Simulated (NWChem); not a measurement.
Program: NWChem. System: 1,3-cyclohexadiene (C6H8), charge 0, spin multiplicity 1, at a geometry optimised with PBE/def2-SVP. Level: RHF/def2-SVP.

Job file:

```
start mol
memory heap 200 mb stack 900 mb global 1100 mb
geometry units angstroms nocenter noautoz
  C     -0.381543     1.379240    -0.107064
  C     -0.122092     0.722995    -1.265849
  C      0.122092    -0.722995    -1.265849
  C      0.381543    -1.379240    -0.107064
  C      0.459040    -0.616970     1.194863
  C     -0.459040     0.616970     1.194863
  H     -0.605136     2.458664    -0.110084
  H     -0.116145     1.263477    -2.226044
  H      0.116145    -1.263477    -2.226044
  H      0.605136    -2.458664    -0.110084
  H      1.519730    -0.295574     1.347039
  H      0.222988    -1.273586     2.057391
  H     -0.222988     1.273586     2.057391
  H     -1.519730     0.295574     1.347039
  symmetry group C2
end
basis spherical
  * library def2-svp
end
scf
  rhf
  nopen 0
  maxiter 100
  thresh 1e-7
  semidirect memsize 60000000 filesize 0
end
task scf energy
```

NWChem printed:

```
             Northwest Computational Chemistry Package (NWChem) 7.3.0
             --------------------------------------------------------

                                NWChem Input Module
                                -------------------

 Scaling coordinates for geometry "geometry" by  1.889725989
 (inverse scale =  0.529177249)

 Turning off AUTOSYM since
 SYMMETRY directive was detected!

                             Geometry "geometry" -> ""
                             -------------------------

 Output coordinates in angstroms (scale by  1.889725989 to convert to a.u.)

  No.       Tag          Charge          X              Y              Z
 ---- ---------------- ---------- -------------- -------------- --------------
    1 C                    6.0000    -0.38154300     1.37924000    -0.10706400
    2 C                    6.0000    -0.12209200     0.72299500    -1.26584900
    3 C                    6.0000     0.12209200    -0.72299500    -1.26584900
    4 C                    6.0000     0.38154300    -1.37924000    -0.10706400
    5 C                    6.0000     0.45904000    -0.61697000     1.19486300
    6 C                    6.0000    -0.45904000     0.61697000     1.19486300
    7 H                    1.0000    -0.60513600     2.45866400    -0.11008400
    8 H                    1.0000    -0.11614500     1.26347700    -2.22604400
    9 H                    1.0000     0.11614500    -1.26347700    -2.22604400
   10 H                    1.0000     0.60513600    -2.45866400    -0.11008400
   11 H                    1.0000     1.51973000    -0.29557400     1.34703900
   12 H                    1.0000     0.22298800    -1.27358600     2.05739100
   13 H                    1.0000    -0.22298800     1.27358600     2.05739100
   14 H                    1.0000    -1.51973000     0.29557400     1.34703900

 Effective nuclear repulsion energy (a.u.)     217.6272296907

            Nuclear Dipole moment (a.u.)
            ----------------------------
        X                 Y               Z
 ---------------- ---------------- ----------------
     0.0000000000    -0.0000000000     0.0000075589
[...]
   Bfn.  Coefficient  Atom+Function         Bfn.  Coefficient  Atom+Function
  ----- ------------  ---------------      ----- ------------  ---------------
     7      0.483775   1 C  px               49      0.483775   4 C  px
    21     -0.362380   2 C  px               35     -0.362380   3 C  px
     4      0.285307   1 C  px               46      0.285307   4 C  px
    59     -0.212924   5 C  s                73      0.212924   6 C  s
    18     -0.204567   2 C  px               32     -0.204567   3 C  px

 Vector   24  Occ=0.000000D+00  E= 1.777018D-01  Symmetry=a
              MO Center=  3.5D-16, -2.6D-16,  9.4D-01, r^2= 9.0D+00
   Bfn.  Coefficient  Atom+Function         Bfn.  Coefficient  Atom+Function
  ----- ------------  ---------------      ----- ------------  ---------------
    59      1.478203   5 C  s                73      1.478203   6 C  s
   111     -0.958902  12 H  s               116     -0.958902  13 H  s
   106     -0.735430  11 H  s               121     -0.735430  14 H  s
    86     -0.619356   7 H  s               101     -0.619356  10 H  s
    91     -0.503806   8 H  s                96     -0.503806   9 H  s

 Vector   25  Occ=0.000000D+00  E= 2.037981D-01  Symmetry=a
              MO Center=  4.9D-16, -2.8D-15, -7.3D-01, r^2= 8.9D+00
   Bfn.  Coefficient  Atom+Function         Bfn.  Coefficient  Atom+Function
  ----- ------------  ---------------      ----- ------------  ---------------
    59      1.094757   5 C  s                73      1.094757   6 C  s
    91      1.011926   8 H  s                96      1.011926   9 H  s
    17     -0.790592   2 C  s                31     -0.790592   3 C  s
   106     -0.764825  11 H  s               121     -0.764825  14 H  s
     3     -0.669498   1 C  s                45     -0.669498   4 C  s

 center of mass
 --------------
 x =   0.00000000 y =   0.00000000 z =  -0.05003568

 moments of inertia (a.u.)
 ------------------
         647.529481448552          93.983196311861           0.000000000000
          93.983196311861         391.289381728863           0.000000000000
           0.000000000000           0.000000000000         359.298238372383

  Mulliken analysis of the total density
  --------------------------------------

    Atom       Charge   Shell Charges
 -----------   ------   -------------------------------------------------------
    1 C    6     6.12   1.99  0.89  0.29  1.98  0.93  0.04
    2 C    6     6.06   1.99  0.88  0.25  2.00  0.89  0.04
    3 C    6     6.06   1.99  0.88  0.25  2.00  0.89  0.04
    4 C    6     6.12   1.99  0.89  0.29  1.98  0.93  0.04
    5 C    6     6.01   1.99  0.87  0.21  2.04  0.86  0.05
    6 C    6     6.01   1.99  0.87  0.21  2.04  0.86  0.05
    7 H    1     0.95   0.75  0.17  0.02
    8 H    1     0.95   0.75  0.18  0.02
    9 H    1     0.95   0.75  0.18  0.02
   10 H    1     0.95   0.75  0.17  0.02
   11 H    1     0.95   0.75  0.18  0.02
   12 H    1     0.96   0.75  0.18  0.02
   13 H    1     0.96   0.75  0.18  0.02
   14 H    1     0.95   0.75  0.18  0.02

       Multipole analysis of the density wrt the origin
       ------------------------------------------------

     L   x y z        total         open         nuclear
     -   - - -        -----         ----         -------
     0   0 0 0     -0.000000      0.000000     44.000000

     1   1 0 0     -0.000000      0.000000      0.000000
     1   0 1 0     -0.000000      0.000000     -0.000000
     1   0 0 1      0.166205      0.000000      0.000008

     2   2 0 0    -29.822675      0.000000     35.469079
     2   1 1 0     -0.800282      0.000000    -55.380857
     2   1 0 1      0.000000      0.000000     -0.000000
     2   0 2 0    -26.506072      0.000000    187.015556
     2   0 1 1     -0.000000      0.000000     -0.000000
     2   0 0 2    -26.084317      0.000000    209.007010

 Task  times  cpu:        2.7s     wall:        2.7s

 Total times  cpu:        2.8s     wall:        2.8s
```
